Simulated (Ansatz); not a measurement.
GeH₅Sn (`[GeH3][SnH2]`) radical, relaxed with UKS PBE0-D4/def2-TZVP in Ansatz from a PBE-D4/def2-SVP geometry. The force threshold is 0.005 eV/Å; the program also tests the step.

The species carries charge 0 and has multiplicity 2. Sn: def2 effective core potential.

Start:

```xyz
7

Ge   -0.946    0.559   -0.102
Sn    1.518   -0.284    0.346
H    -1.581    1.081    1.214
H    -0.922    1.718   -1.133
H    -1.842   -0.582   -0.666
H     2.246   -0.871   -1.131
H     1.527   -1.621    1.472
```

```json
{"step": "1", "energy (eV)": "-62423.1256", "largest force (eV/Å)": "0.324", "largest move (Å)": "0.000"}
{"step": "2", "energy (eV)": "-62423.1346", "largest force (eV/Å)": "0.217", "largest move (Å)": "0.067"}
{"step": "3", "energy (eV)": "-62423.1449", "largest force (eV/Å)": "0.062", "largest move (Å)": "0.042"}
{"step": "4", "energy (eV)": "-62423.1455", "largest force (eV/Å)": "0.021", "largest move (Å)": "0.012"}
{"step": "5", "energy (eV)": "-62423.1455", "largest force (eV/Å)": "0.004", "largest move (Å)": "0.003"}
```

End:

```xyz
7

Ge   -0.938    0.548   -0.105
Sn    1.491   -0.294    0.335
H    -1.552    1.064    1.206
H    -0.906    1.701   -1.122
H    -1.837   -0.573   -0.661
H     2.230   -0.853   -1.113
H     1.512   -1.592    1.461
```

Hardware: 2 threads of an AMD EPYC 7R13 on a shared host. Wall time 23 s, peak host memory 0.49 GiB.
